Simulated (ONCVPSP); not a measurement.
Before and after: ONCV potential for Al

| Item | Value |
| --- | --- |
| Element | Al |
| Generator | ONCVPSP 4.0.1 |
| Type | optimised norm-conserving Vanderbilt (ONCV) |
| Functional | LDA (Perdew-Zunger) |
| Relativity | scalar-relativistic |
| Frozen core | [Ne] |
| Valence charge | 3 |
| Reference configuration | 3s2 3p1 |
| Partial waves | 3s: rc 1.55 bohr, ncon 3, nbas 6, qcut 4.3 1/bohr, 2 projectors, debl 1.6 Ha; 3p: rc 2.95 bohr, ncon 4, nbas 8, qcut 3.3 1/bohr, 2 projectors, debl 1.2 Ha |
| Local potential | polynomial inside 1.35 bohr (lpopt 5, dvloc0 1 Ha) |
| Core correction | none |

Change: p: debl 4.4.

Cutoffs: the cutoffs (Ha) at which the residual kinetic energy of the hardest occupied pseudo-wave falls to 1 and 0.1 mHa per electron; they do not see the model core or the augmentation charge, which bear on the density cutoff. Errors are all-electron minus pseudo energies relative to the spin-unpolarised reference configuration.

**Question.** How do hardness, ghosts and transferability respond?

**Answer.** The potential gets neither clearly harder nor softer (5.8 Ha and 23 Ha → 5.8 Ha and 23 Ha); both files keep a bound ghost (s); the errors of the 4 common tests hardly move; the range in which the p phases agree narrows (upper end 3.3 → 1.0).

```csv
quantity,base,changed
"cutoff, loose",5.8 Ha,5.8 Ha
"cutoff, tight",23 Ha,23 Ha
bound ghosts,s,s
GHOST(+) flags under 300 eV,none,none
"error for 3s2 3p0, meV [ΔE 5.85 eV]",+1.0,+1.0
"error for 3s1 3p0, meV [ΔE 25.22 eV]",+76,+76
"error for 3s2 3p0.5, meV [ΔE 2.13 eV]",0.0,+0.1
"error for 3s0 3p3, meV [ΔE 10.51 eV]",+36,+37
s: phases at 1.57 bohr within 0.05 rad from the reference energy up to (Ha; the scan ends near 5),to the end of the scan,to the end of the scan
p: phases at 3.00 bohr within 0.05 rad from the reference energy up to (Ha; the scan ends near 5),3.3,1.0
```

Base: The cutoffs count occupied waves only; projector 2 of the s channel, the hardest unoccupied one, needs 22 Ha at the loose tolerance. Changed file: The cutoffs count occupied waves only; projector 2 of the s channel, the hardest unoccupied one, needs 22 Ha at the loose tolerance. A true bound ghost makes a file unfit for plane-wave use even where its test errors are small: the radial tests pick states by their node count and pass the ghost by.
